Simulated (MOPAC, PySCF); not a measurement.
C3H5N, SMILES `CCC#N`, neutral singlet in the gas phase. 

Cartesian coordinates (Å):
SMILES: CCC#N
```xyz
9

C     -0.9312     0.4195     0.0165
C      0.2610    -0.4963     0.2779
C      1.4496    -0.0827    -0.4518
N      2.3798     0.2584    -1.0348
H     -1.1918     0.4270    -1.0424
H     -1.7963     0.0717     0.5827
H     -0.7095     1.4435     0.3190
H      0.5088    -0.5154     1.3430
H      0.0294    -1.5257    -0.0100
```
Charge 0, multiplicity 1.

All levels are single points at this geometry (PBE0-D4/def2-TZVP); Pople sets use spherical d functions. Orbital energies aren't observables, and empty levels follow the basis.

B3LYP/6-31G* in PySCF gives gap (eV) = 9.79.

Estimate the gap (eV) from each of these levels: B3LYP-D3(BJ)/def2-TZVP in PySCF; PBE0-D4/def2-TZVP in PySCF; B3LYP/6-311+G** in PySCF; M06-2X/6-31G* in PySCF; PBE/6-31G* in PySCF; HF/3-21G in PySCF; HF/6-31G* in PySCF; HF/STO-3G in PySCF; AM1 in MOPAC; PM3 in MOPAC; PM6 in MOPAC; PM7 in MOPAC.


```
level                            gap (eV)
-------------------------------  --------
B3LYP-D3(BJ)/def2-TZVP in PySCF      9.25
PBE0-D4/def2-TZVP in PySCF           9.81
B3LYP/6-311+G** in PySCF             8.77
M06-2X/6-31G* in PySCF              12.78
PBE/6-31G* in PySCF                  7.82
HF/3-21G in PySCF                   18.02
HF/6-31G* in PySCF                  17.55
HF/STO-3G in PySCF                  20.81
AM1 in MOPAC                        13.93
PM3 in MOPAC                        13.57
PM6 in MOPAC                        13.72
PM7 in MOPAC                        13.62
```
